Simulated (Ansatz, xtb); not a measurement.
## C3H7FN2Si: which of two isomers lies lower

We compare X, `N#CCCN[SiH2]F`, a singlet, with Y, `CC#C[Si](N)(N)F`, a singlet. Both are isolated molecules in the gas phase, relaxed with B3LYP/def2-SVP; the shapes shown needn't be the lowest conformers.

X (Å):

```tsv
atom	x (Å)	y (Å)	z (Å)
C	-1.9901	1.1218	0.3556
C	-0.5562	1.1707	0.6445
C	0.3125	1.2816	-0.6346
F	2.5323	-0.8604	1.1761
N	-3.1173	1.0854	0.0895
N	1.7341	1.3350	-0.3536
Si	2.7829	-0.0208	-0.2059
H	-0.3600	2.0320	1.3056
H	-0.2685	0.2681	1.2086
H	-0.0013	2.1704	-1.2078
H	0.1055	0.4116	-1.2796
H	2.0482	2.2243	0.0258
H	4.1729	0.4924	-0.1664
H	2.5044	-0.9729	-1.3082
```

Y (Å):

```json
{"atom": "C", "x (Å)": "-0.5273", "y (Å)": "-2.2519", "z (Å)": "2.0748"}
{"atom": "C", "x (Å)": "-0.2743", "y (Å)": "-1.0147", "z (Å)": "1.3476"}
{"atom": "C", "x (Å)": "-0.0600", "y (Å)": "0.0202", "z (Å)": "0.7384"}
{"atom": "F", "x (Å)": "1.5892", "y (Å)": "1.2783", "z (Å)": "-1.0780"}
{"atom": "N", "x (Å)": "0.7782", "y (Å)": "2.9404", "z (Å)": "0.7912"}
{"atom": "N", "x (Å)": "-1.1324", "y (Å)": "2.0082", "z (Å)": "-0.9972"}
{"atom": "Si", "x (Å)": "0.2846", "y (Å)": "1.5879", "z (Å)": "-0.1424"}
{"atom": "H", "x (Å)": "-1.4733", "y (Å)": "-2.7176", "z (Å)": "1.7525"}
{"atom": "H", "x (Å)": "-0.5964", "y (Å)": "-2.0694", "z (Å)": "3.1602"}
{"atom": "H", "x (Å)": "0.2808", "y (Å)": "-2.9831", "z (Å)": "1.9078"}
{"atom": "H", "x (Å)": "0.1389", "y (Å)": "3.3627", "z (Å)": "1.4565"}
{"atom": "H", "x (Å)": "1.7408", "y (Å)": "3.0086", "z (Å)": "1.1063"}
{"atom": "H", "x (Å)": "-1.1866", "y (Å)": "2.8738", "z (Å)": "-1.5245"}
{"atom": "H", "x (Å)": "-1.7603", "y (Å)": "1.2968", "z (Å)": "-1.3555"}
```

Task: Estimate E(Y) − E(X) at the level CCSD(T)/def2-SVP + ΔMP2/def2-TZVPP.

Result: Calculated at CCSD(T)/def2-SVP + ΔMP2/def2-TZVPP: E(Y) − E(X) = −93.0 kJ/mol, so structure Y lies lower.

Level by level:

```
                             level        geometry  E(Y) − E(X) (kJ/mol)  departure from the last row (kJ/mol)  job, with rough time for the two
                          GFN2-xTB        GFN2-xTB                   +69.0                                +162.0               optimisation, 0.2 s
                         HF/STO-3G        GFN2-xTB                   +33.7                                +126.8              single point, 0.28 s
                r2SCAN-D4/def2-SVP        GFN2-xTB                   −80.4                                 +12.6                 single point, 3 s
                    B3LYP/def2-SVP  B3LYP/def2-SVP                   −63.9                                 +29.2                optimisation, 29 s
                       HF/def2-SVP  B3LYP/def2-SVP                   −63.5                                 +29.5           part of the CCSD(T) run
                      MP2/def2-SVP  B3LYP/def2-SVP                   −52.3                                 +40.8           part of the CCSD(T) run
                  CCSD(T)/def2-SVP  B3LYP/def2-SVP                   −41.8                                 +51.2                      single point
CCSD(T)/def2-SVP + ΔMP2/def2-TZVPP  B3LYP/def2-SVP                   −93.0                                                      single point, 48 s
```

As drawn, Y has 1 C≡C, 1 C–Si, 1 N–Si, 3 N–H in place of 1 C≡N, 1 C–C, 1 C–N, 1 C–H, 2 Si–H.

GFN2-xTB, HF/STO-3G put the two in the other order. The largest departure from CCSD(T)/def2-SVP + ΔMP2/def2-TZVPP is that of GFN2-xTB, 162.0 kJ/mol. The last row adds to CCSD(T) the change of the MP2 difference between the two basis sets, here −51.2 kJ/mol, a large step that makes the value less sure.

With thermal terms from frequencies at re-optimised GFN2-xTB minima (ideal gas, soft modes damped towards free rotors, one conformer each, 298.15 K, 1 atm): the zero-point term adds +3.5 kJ/mol; ΔH is −84.8 and ΔG −93.7 kJ/mol.

The correlated steps freeze 11 core orbitals. Run with Ansatz 0.2.0, xtb 6.7.1; the last row on 4 threads of Arm Neoverse V2 on a shared host.
